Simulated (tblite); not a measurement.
Run record: tight-binding relaxation, `C#C[C@@H]1C[C@H]1[SiH2]P[SiH2]F`.

Computed with GFN2-xTB geometry optimisation, gas phase (tblite 0.8.0). Start geometry: from a force field or distance geometry. A driver script takes a list of jobs; this job's settings line and coordinates (Å) are shown.

Command:
```bash
OMP_NUM_THREADS=1 python probes_run.py task.json out
```

Input:
```
{"job": {"kind": "relax", "xc": "GFN2-xTB", "basis": "xTB"}, "charge": 0, "multiplicity": 1}
C      4.317100    -1.416400     0.028900
C      3.143000    -1.090500    -0.192800
C      1.755300    -0.702700    -0.413600
C      1.618700     0.761200    -0.862400
C      1.185200     0.328200     0.536400
Si    -0.629600     0.443100     0.879600
P     -1.894300    -0.707100    -0.475300
Si    -3.976600    -0.369800     0.186300
F     -5.024000    -0.146400    -1.126500
H      5.307000    -1.707000     0.211800
H      1.102700    -1.430900    -0.925600
H      2.590900     1.316300    -0.849700
H      0.839600     1.022700    -1.593900
H      1.859400     0.563200     1.385600
H     -0.970400     0.085900     2.258800
H     -0.989300     1.880000     0.715700
H     -1.776600    -0.247100    -1.839400
H     -4.015100     0.872500     0.984400
H     -4.452800    -1.430700     1.084300
```

Output:
```
step      E/eV     max force
  0    -719.93943    4.112
  1    -719.93942    9.820
  2    -720.36581    0.892
  3    -720.43355    0.764
  4    -720.52782    0.638
  5    -720.56406    0.510
  6    -720.60515    0.416
  7    -720.62609    0.395
  8    -720.64340    0.245
  9    -720.65363    0.216
... (105 lines left out)
115    -720.76740    0.028
116    -720.76757    0.026
117    -720.76762    0.021
118    -720.76771    0.019
119    -720.76778    0.025
120    -720.76785    0.026
121    -720.76792    0.016
122    -720.76797    0.013
123    -720.76800    0.013
124    -720.76802    0.010
```

«max force» is the largest atomic force in eV/Å.

In short: energy lowered by 19.1 kcal/mol over 124 steps; largest atomic force 0.010 eV/Å at the end.

Problem. Give the final coordinates.

Solution. 0.460 Å rms from the input after alignment:
```
atom  x, y, z in Å
C1     4.1773   -1.5102    0.1609
C2     3.0621   -1.1469   -0.0856
C3     1.7457   -0.6785   -0.3697
C4     1.5591    0.6669   -1.0034
C5     1.1863    0.4770    0.4377
Si6   -0.6162    0.4123    0.9791
P7    -1.7701   -0.4283   -0.7453
Si8   -3.8212   -0.3146    0.1060
F9    -4.8329   -0.7736   -1.0568
H10    5.1497   -1.8437    0.3674
H11    1.0490   -1.4586   -0.6617
H12    2.4397    1.2501   -1.2308
H13    0.7655    0.7630   -1.7319
H14    1.8790    0.9069    1.1521
H15   -0.7761   -0.5172    2.1028
H16   -1.0610    1.7498    1.3941
H17   -1.8630    0.7547   -1.4549
H18   -4.2972    1.0140    0.4690
H19   -3.9855   -1.2988    1.1636
```

Time: 2.4 s of wall time. Hardware: one thread, Arm Neoverse N1 (aarch64), no GPU, shared host with 64 logical CPUs at a one-minute load of 61.
Labels such as C1 count atoms from 1, the log's own numbers from 0.
